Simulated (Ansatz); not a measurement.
System: sum formula H5Si2OCl2, charge 1, multiplicity 1. It need not be the lowest isomer of its formula. 
Geometry from a B3LYP-D3(BJ)/def2-TZVP (Ansatz, a quantum-chemistry and plane-wave program) optimisation:
SMILES: [OH+]([SiH](Cl)Cl)[SiH3]
```xyz
10

Si     0.5541     0.1711     0.5717
Cl     0.4628     1.7146    -0.7025
Cl     2.0889    -1.0890     0.3084
O     -0.8450    -0.8344     0.1207
Si    -2.5391    -0.3179    -0.2372
H      0.3009     0.5475     1.9565
H     -2.6603     0.8465     0.6443
H     -3.2965    -1.5085     0.1614
H     -2.5428    -0.0205    -1.6718
H     -0.6304    -1.7697    -0.0375
```
Charge +1, spin multiplicity 1.

Basis-set convergence of Hartree-Fock and MP2 correlation energies (hartree) with Ansatz. Cores are frozen in the correlated levels unless marked. Spin-orbit coupling is left out. No relativistic terms.

| basis | functions | E(HF) | E(corr, MP2) |
|---|---|---|---|
| cc-pV(D+d)Z | 131 | -1574.56923 | -0.65140 |
| cc-pV(T+d)Z | 256 | ? | ? |

Problem. Some entries are withheld; supply them.

Solution. 
- cc-pV(T+d)Z, E(HF): -1574.66323
- cc-pV(T+d)Z, E(corr, MP2): -0.85005
